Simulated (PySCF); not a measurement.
[PbBr3]− at several levels of theory

Computed with PySCF 2.14.0 (density fitting, no spin-orbit coupling) at the geometry relaxed with B3LYP:

```xyz
4
[PbBr3]− (singlet)
Pb    0.0032   -0.7955    0.0000
Br   -1.2498    0.4067    2.1820
Br   -1.2498    0.4067   -2.1820
Br    2.5255    0.3910    0.0000
```

| level | basis | state | HOMO (eV) | gap (eV) | charge on Pb1 (e) | dipole about the centre of mass (D) | largest force component (eV/Å) |
| --- | --- | --- | --- | --- | --- | --- | --- |
| B3LYP | Pb def2-SVP with ECP60, Br def2-SVP | singlet | -2.57 | 4.83 | 0.55 | 4.43 | 0.01 |
| B3LYP | Pb def2-TZVP with ECP60, Br def2-TZVP | singlet | -3.00 | 4.81 | 0.75 | 4.73 | 0.09 |
| B3LYP | Pb x2c-SVPall, Br x2c-SVPall | singlet | -2.53 | 4.80 | 0.56 | 4.37 | 0.51 |

Charges are Mulliken's, which hang on the basis. The relaxation used the grid (50, 194), these runs (75, 302) or, all-electron (x2c bases, spin-free X2C Hamiltonian), (99, 590).

Order these levels, in the first row's basis, by the HOMO–LUMO gap they give here, smallest first.
A. CAM-B3LYP
B. PBE0
C. wB97X
D. r2SCAN

D (4.02 eV), B (5.25 eV), A (7.22 eV), C (8.98 eV).

And their other results?


| level | state | HOMO (eV) | gap (eV) | charge on Pb1 (e) | dipole about the centre of mass (D) | largest force component (eV/Å) |
| --- | --- | --- | --- | --- | --- | --- |
| r2SCAN | singlet | -2.13 | 4.02 | 0.58 | 4.48 | 0.19 |
| wB97X | singlet | -4.88 | 8.98 | 0.64 | 4.83 | 0.24 |
| PBE0 | singlet | -2.87 | 5.25 | 0.59 | 4.58 | 0.25 |
| CAM-B3LYP | singlet | -3.93 | 7.22 | 0.59 | 4.66 | 0.24 |

In the first row's basis the gap widens with exact exchange: 4.0 eV for r2SCAN (none); 4.8 to 5.2 eV for B3LYP, PBE0 (a fixed share); 7.2 to 9.0 eV for CAM-B3LYP, wB97X (rising or full at long range).
